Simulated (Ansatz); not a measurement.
Cost and result up the ladder for TiClF3 (5 atoms). The state is a singlet with charge 0. Geometry: PBE-D4/def2-SVP.

```csv
atom,x (Å),y (Å),z (Å)
Ti1,0.051,0.059,0.026
Cl2,-1.308,-1.516,-0.660
F3,-0.679,1.619,-0.216
F4,1.542,-0.013,-0.868
F5,0.395,-0.149,1.718
```

Ansatz on 4 threads of Arm Neoverse V2 on a shared host. Times are rough, and most runs start from the orbitals of an earlier one. ωB97X-V/def2-TZVP serves as the yardstick here, not as an exact answer. Differences are given only for rows in sets of like size (and for xTB, whose basis is part of the method), since another set adds its own error. Binding counts from free atoms at the same level (Ti triplet, Cl doublet, F doublet; other spins of the atoms weren't run), without zero-point energy or a counterpoise term.

The 6-31G sets use Cartesian d functions. LC-ωPBE has ω = 0.4 bohr⁻¹. B3LYP takes the VWN-RPA correlation. Correlated methods freeze 13 core orbitals; core or outer-core shells of Ti are correlated, in sets that lack core-valence functions.

Correlated methods converge slowly with the basis.

| level | functions | wall time | binding energy per atom (eV) | difference from ωB97X-V/def2-TZVP (eV) | remarks |
| --- | --- | --- | --- | --- | --- |
| HF/6-31G | 69 | 0.4 s | 2.51 | – | – |
| PBE-D4/def2-SVP | 91 | 0.86 s | 5.03 | – | – |
| B3LYP-D4/6-31G | 69 | 1.1 s | 4.40 | – | – |
| PBE0-D4/def2-SVP | 91 | 1.2 s | 4.56 | – | – |
| MP2/def2-TZVP | 175 | 1.9 s | 4.73 | 0.18 | – |
| LC-ωPBE/def2-TZVP | 175 | 2 s | 4.57 | 0.01 | – |
| B3LYP-D4/def2-TZVP | 175 | 2.2 s | 4.55 | 0.00 | – |
| PBE0-D4/def2-TZVP | 175 | 2.4 s | 4.53 | -0.02 | – |
| BHLYP-D4/def2-TZVP | 175 | 2.4 s | 4.08 | -0.47 | – |
| HF/def2-TZVP (with forces) | 175 | 2.4 s | 2.90 | -1.65 | – |
| PBE0-D4/def2-TZVPD | 214 | 3.3 s | 4.54 | -0.01 | – |
| B2PLYP/def2-TZVP | 175 | 4 s | 4.55 | 0.00 | test for broken spin undecided |
| ωB97X-V/def2-TZVP | 175 | 5.5 s | 4.55 | 0.00 | – |
| CCSD(T)/def2-TZVPP | 199 | 1.9 min | 4.46 | -0.09 | – |
